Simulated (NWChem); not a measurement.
System: CH4MgO; SMILES [CH3][Mg][OH]

Here is an NWChem input.

```
start job
memory heap 200 mb stack 900 mb global 1100 mb
geometry units angstroms noautoz
  Mg     0.315562     0.172638    -0.000126
  C      0.292582    -1.920996    -0.000083
  H      1.197392    -2.340407    -0.488957
  H     -0.589254    -2.322247    -0.543192
  H      0.257020    -2.331167     1.031409
  O      0.465856     1.961352     0.001926
  H      0.110640     2.856527    -0.002298
end
basis spherical
  Mg library def2-svp
  C library def2-svp
  H library def2-svp
  O library def2-svp
end
dft
  xc becke88 lyp
  iterations 150
  mulliken
end
task dft energy
```

Coordinates come from a PBE-D3(BJ)/def2-SVP optimisation.

Task: Predict the main results of this run. (BLYP/def2-SVP.) Quantities: energy (Ha); highest occupied level (eV); orbital gap (eV); dipole (D).

Result: 
```json
{
 "energy (Ha)": "-315.65",
 "highest occupied level (eV)": "-5.75",
 "orbital gap (eV)": "4.43",
 "dipole (D)": "0.78"
}
```
